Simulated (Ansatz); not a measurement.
Reaction (formal exchange of groups at the Si–Al bond): `[NH2][AlH][SiH2][TeH]` + `CC` → `CC[SiH2][TeH]` + `[NH2][AlH2]`

Program: Ansatz. Geometries: PBE0-D4/def2-TZVP. ΔE: electronic, gas phase. CCSD(T)/CBS adds triple-zeta CCSD(T) − MP2 to the extrapolated MP2 energy (def2 sets, frozen cores). This one scheme is used for every species. Functionals use def2-TZVPP. def2 core potentials past Kr. For Te outer-core shells are correlated without core-valence functions, which leaves a few kJ/mol of doubt a bond. Each species was taken in one conformer, which may not be the lowest.

```json
{"level": "ωB97X-V", "ΔE (kJ/mol)": "18.1", "difference from CCSD(T)/CBS": "-1.7"}
{"level": "ωB97M-V", "ΔE (kJ/mol)": "12.9", "difference from CCSD(T)/CBS": "-6.9"}
{"level": "B2PLYP", "ΔE (kJ/mol)": "20.6", "difference from CCSD(T)/CBS": "0.8"}
{"level": "r2SCAN", "ΔE (kJ/mol)": "26.7", "difference from CCSD(T)/CBS": "6.9"}
{"level": "HF/def2-TZVPP", "ΔE (kJ/mol)": "16.9", "difference from CCSD(T)/CBS": "-2.9"}
{"level": "CCSD/def2-TZVPP", "ΔE (kJ/mol)": "19.7", "difference from CCSD(T)/CBS": "-0.1"}
{"level": "CCSD(T)/def2-TZVPP", "ΔE (kJ/mol)": "20.6", "difference from CCSD(T)/CBS": "0.8"}
{"level": "HF/def2-QZVPP", "ΔE (kJ/mol)": "15.9", "difference from CCSD(T)/CBS": "-3.9"}
{"level": "MP2/def2-QZVPP", "ΔE (kJ/mol)": "12.4", "difference from CCSD(T)/CBS": "-7.4"}
{"level": "SCS-MP2/def2-QZVPP", "ΔE (kJ/mol)": "12.9", "difference from CCSD(T)/CBS": "-6.9"}
{"level": "CCSD(T)/CBS", "ΔE (kJ/mol)": "19.8", "difference from CCSD(T)/CBS": "0"}
```

Largest T1 diagnostic among the species: 0.012.

The D4 term adds −4.1 kJ/mol with B3LYP and −2.2 kJ/mol with PBE0; it sums over pairs of atoms, weighted by their polarisabilities, and B3LYP, whose exchange is more repulsive, gets the larger term. From PBE to PBE0 (25 % exact exchange), in def2-TZVPP and without D4, ΔE moves by −3.6 kJ/mol.

B3LYP here is the variant with VWN-RPA as its local correlation; programs differ in this.
